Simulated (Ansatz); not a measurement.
This singlet lies 0.42 eV below the relaxed triplet at the level frozen-core CCSD(T)/cc-pVTZ // B3LYP-D3(BJ)/def2-TZVP (Ansatz, a first-principles code).

Species: H$_{2}$AlFGe, SMILES `[F][Ge][AlH2]` (lower singlet) (charge 0, multiplicity 1).

Q: Give a relaxed geometry from B3LYP-D3(BJ)/def2-TZVP in Ansatz.

A: One answer among several that fit: the end point of this relaxation, one of several conformers (outside a Z-matrix the atoms follow the SMILES, hydrogens last).
Bonded distances (Å): F1–Ge2 1.804, Ge2–Al3 2.621, Al3–H4 1.591, Al3–H5 1.591. Angles (°): F1–Ge2–Al3 83.3, Ge2–Al3–H4 120.7, Ge2–Al3–H5 120.8, H4–Al3–H5 117.7.
